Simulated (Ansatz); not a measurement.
Reaction (ligand exchange at the Si–I bond): `N[SiH2]I` + CH₃NH₂ → `CN[SiH2]N` + HI

Program: Ansatz. Geometries: PBE0-D4/def2-TZVP. ΔE: electronic, gas phase. CCSD(T)/CBS adds triple-zeta CCSD(T) − MP2 to the extrapolated MP2 energy (def2 sets, frozen cores). Functionals use def2-TZVPP. def2 core potentials past Kr. For I outer-core shells are correlated without core-valence functions, which leaves a few kJ/mol of doubt a bond. One conformer a species, not always the lowest.

`N[SiH2]I`:

```xyz
7

N    -1.020   -0.065   -0.501
Si    0.618    0.050   -0.045
I     1.049    0.013    2.385
H    -1.508   -0.939   -0.385
H    -1.637    0.714   -0.336
H     1.153    1.343   -0.523
H     1.345   -1.115   -0.594
```

CH₃NH₂:

```xyz
7

C     0.098    0.336    0.448
N     0.172   -0.510   -0.731
H    -0.914    0.506    0.843
H     0.535    1.311    0.221
H     0.698   -0.104    1.248
H    -0.369   -0.115   -1.489
H    -0.219   -1.424   -0.540
```

`CN[SiH2]N`:

Cartesian coordinates in Å:
```
C -1.307 1.380 0.353
N -0.572 0.145 0.502
Si 0.906 -0.229 -0.272
N 1.024 -1.931 -0.406
H -2.387 1.201 0.349
H -1.051 1.840 -0.604
H -1.090 2.116 1.138
H -0.811 -0.377 1.331
H 2.168 0.149 0.435
H 0.848 0.560 -1.538
H 1.921 -2.384 -0.363
H 0.351 -2.470 -0.925
```

HI:

```xyz
2

I     0.775   -0.013    0.218
H    -0.775    0.013   -0.218
```

(1) Is it downhill or uphill in electronic energy at CCSD(T)/CBS, and by how much? (Best estimate.)

(2) What do these levels give: r2SCAN-D4, ωB97X-V, LC-ωPBE, CCSD/def2-SVP, CCSD(T)/def2-TZVPP, MP2/CBS(def2)? (Best estimate.)

Largest T1 diagnostic among the species: 0.010.

Answers

(1) Ansatz gave: Uphill: ΔE = +36.8 kJ/mol.

(2) Computed: r2SCAN-D4 37.9, ωB97X-V 33.5, LC-ωPBE 33.9, CCSD/def2-SVP 29.7, CCSD(T)/def2-TZVPP 29.2, MP2/CBS(def2) 43.4 kJ/mol.

At CCSD(T), def2-SVP lies −7.1 kJ/mol from the extrapolated value and def2-TZVPP −7.6 kJ/mol. From BLYP to BHLYP (50 % exact exchange), in def2-TZVPP and without D4, ΔE moves by −3.4 kJ/mol. Leaving LDA and LC-ωPBE aside and taking each functional with its dispersion term where it has one, the values, not all of them listed here, spread over 15.7 kJ/mol, from CAM-B3LYP-D4 to HSE06-D4. LDA lies −13.4 kJ/mol from PBE without D4.
